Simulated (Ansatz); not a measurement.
WOF4 was relaxed with PBE0-D4 (def2-SVP, def2-SVPD) in Ansatz in these states: charge +1 doublet, charge -1 doublet, neutral singlet. The geometries follow in no particular order.

In the def2 sets W takes a core potential; there is no spin–orbit coupling.

A:

```xyz
6

W    -0.019    0.024   -0.030
O    -0.751    0.976   -1.190
F    -1.316   -1.197    0.480
F    -0.367    0.875    1.579
F     1.701    0.697    0.131
F     0.751   -1.374   -0.970
```

B:

```xyz
6

W     0.0580   -0.0601   -0.0914
O     0.8535   -0.8840   -1.3452
F    -0.2743   -1.3150    1.3491
F    -1.8534   -0.1935   -0.3901
F    -0.1816    1.7872   -0.6305
F     1.3978    0.6654    1.1082
```

C:

```
atom    x (Å)    y (Å)    z (Å)
  W1   0.1076   0.0152   0.0553
  O2  -1.5141  -0.2146  -0.7785
  F3   0.9344  -1.4092   0.7688
  F4  -1.0137   0.2644   1.4580
  F5   0.8250   1.6586   0.1358
  F6   0.6608  -0.3145  -1.6394
```

Task: Judge from the bond lengths which geometry belongs to which state (an estimate).

Result: A is the neutral singlet (W1–O2 1.670 Å, W1–F5 1.853 Å, W1–F3 1.853 Å); B is the charge -1 doublet (W1–O2 1.698 Å, W1–F5 1.939 Å, W1–F3 1.939 Å); C is the charge +1 doublet (W1–O2 1.838 Å, W1–F5 1.795 Å, W1–F3 1.795 Å).
